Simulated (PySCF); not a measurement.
Gas-phase reaction: 4 InH₃ + 3 C₃H₄ (propyne) = 4 InCH₃ + CH₃C(CH₃)₂CH₃

Energies from PySCF (xtb for GFN2), thermal terms from the rigid-rotor harmonic-oscillator model, ideal gas at 1 bar. † marks an energy on the PBE0/def2-TZVP geometry and frequencies; other levels use their own. MP2 freezes the core. All species are closed-shell singlets. B3LYP is the form with VWN-RPA correlation. In: scalar-relativistic def2 core potential, no spin-orbit coupling. InH₃, InCH₃: computed as isolated molecules; such fragments, hydroxides, amides, oligomers or adducts are transient or little studied in the gas. MP2 isn't extrapolated to the basis-set limit; its ΔH°(298 K) is -858.0 kJ in def2-SVP and -938.8 kJ in def2-TZVPP. The harmonic model lacks anharmonicity and excited electronic states, which grow with temperature; levels with a mode under 35 cm⁻¹ are left out. Internal rotation in CH₃C(CH₃)₂CH₃ is treated as a harmonic vibration of one conformer, which makes the entropy rough.

```tsv
level	ΔE electronic, kJ	ΔH°(298 K), kJ	ΔS°(298 K), J/K	ΔG°(600 K), kJ
B3LYP/def2-TZVP†	-1014	-874	-314	-681
GFN2-xTB	-1057	-901	-307	-712
HF/def2-TZVP†	-902	-762	-314	-570
M06-2X/def2-TZVP†	-1060	-920	-314	-728
MP2/def2-SVP†	-998	-858	-314	-665
MP2/def2-TZVPP†	-1078	-939	-314	-746
PBE/def2-TZVP†	-1049	-910	-314	-717
PBE0/def2-SVP†	-1095	-956	-314	-763
LDA/def2-TZVP†	-1090	-950	-314	-757
ωB97M-V/def2-TZVP†	-991	-851	-314	-659
ωB97X-V/def2-TZVP†	-999	-859	-314	-666
```
ΔH° is lowest at PBE0/def2-SVP† and highest at HF/def2-TZVP†. No reference value is set beside these.
